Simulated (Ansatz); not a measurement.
GaGeH5OS, SMILES `[OH][GeH2][S][GaH2]` from Hartree–Fock to CCSD(T)

| atom | x (Å) | y (Å) | z (Å) |
| --- | --- | --- | --- |
| O1 | -0.192 | -0.808 | -0.627 |
| Ge2 | -1.279 | 0.063 | 0.614 |
| S3 | -0.075 | 1.845 | 0.734 |
| Ga4 | 1.416 | 0.538 | -0.497 |
| H5 | -0.003 | -1.733 | -0.447 |
| H6 | -1.309 | -0.883 | 1.829 |
| H7 | -2.664 | 0.190 | -0.037 |
| H8 | 1.677 | 1.077 | -1.940 |
| H9 | 2.429 | -0.289 | 0.371 |

The species carries charge 0 and has multiplicity 1. Correlated methods include outer-core shells of Ga, Ge, which these sets cover unevenly. Scalar relativity is left out up to krypton. Geometry: relaxed with PBE0-D4/def2-TZVP. It is one conformer, not always the lowest. Frozen core, restricted reference, Ansatz.

```tsv
basis	HF (Eh)	MP2 corr.	CCSD corr.	(T)	CCSD(T) total
def2-SVP	-4473.30492	-0.76663	-0.78635	?	?
def2-TZVPP	?	-0.90942	?	-0.03818	?
def2-QZVPP	?	-1.45596	–	–	–
```

**Question.** Fill in the withheld values. (Estimate.)

**Answer.** The calculation gave: def2-SVP (T): -0.02350; def2-SVP CCSD(T) total: -4474.11477; def2-TZVPP HF (Eh): -4474.05351; def2-TZVPP CCSD corr.: -0.93377; def2-TZVPP CCSD(T) total: -4475.02546; def2-QZVPP HF (Eh): -4474.15055.
